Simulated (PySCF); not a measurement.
# Spin-rotation constants: AlCl2(OiPr), C$_{3}$H$_{7}$AlCl$_{2}$O

Cartesian coordinates in Å; atom numbers follow the order of the lines, from 1:
```xyz
14

Al    1.067    1.906   -1.228
Cl    3.004    2.311   -1.674
Cl   -0.460    3.093   -1.856
O     0.764    0.566   -0.330
C     0.257   -0.511    0.408
C    -0.411   -1.509   -0.532
C    -0.724    0.000    1.459
H     1.107   -0.997    0.910
H    -1.251   -1.032   -1.033
H    -0.768   -2.371    0.025
H     0.300   -1.842   -1.285
H    -0.235    0.736    2.093
H    -1.572    0.472    0.968
H    -1.078   -0.822    2.077
```

Computed with GIAO KT3/def2-SVP magnetisability, rotational g tensor and spin-rotation constants, non-relativistic, gas phase (PySCF). Geometry: GFN2-xTB.

**Question.** Give the nuclear spin-rotation constants along the inertial axes (H = +C I·J) beside the isotropic shieldings.

**Answer.** Rotational constants 1.8139, 0.8410, 0.6506 GHz. A star marks the isotopologue with that one atom substituted, in its own axes.
```tsv
atom	isotope	Caa (kHz)	Cbb (kHz)	Ccc (kHz)	mean (kHz)	σ (ppm)
Al1	27Al	0.837	0.347	0.350	0.511	493.0
Cl2	35Cl	0.183	0.056	0.079	0.106	983.1
Cl3	35Cl	0.246	0.033	0.086	0.122	972.6
H8	1H	-0.183	0.043	-0.052	-0.064	27.2
H9	1H	-0.205	0.011	-0.066	-0.086	30.8
H10	1H	0.051	-0.098	-0.073	-0.040	30.8
H11	1H	-0.156	-0.056	-0.027	-0.080	30.5
H12	1H	-0.155	-0.098	0.004	-0.083	30.5
H13	1H	-0.205	0.021	-0.071	-0.085	30.7
H14	1H	0.051	-0.095	-0.075	-0.040	30.8
O4	17O*	-0.212	-0.126	-0.075	-0.137	243.1
C5	13C*	0.289	0.200	0.149	0.213	123.5
C6	13C*	0.269	0.137	0.082	0.163	165.8
```
For the geometry as given, no vibrational averaging.
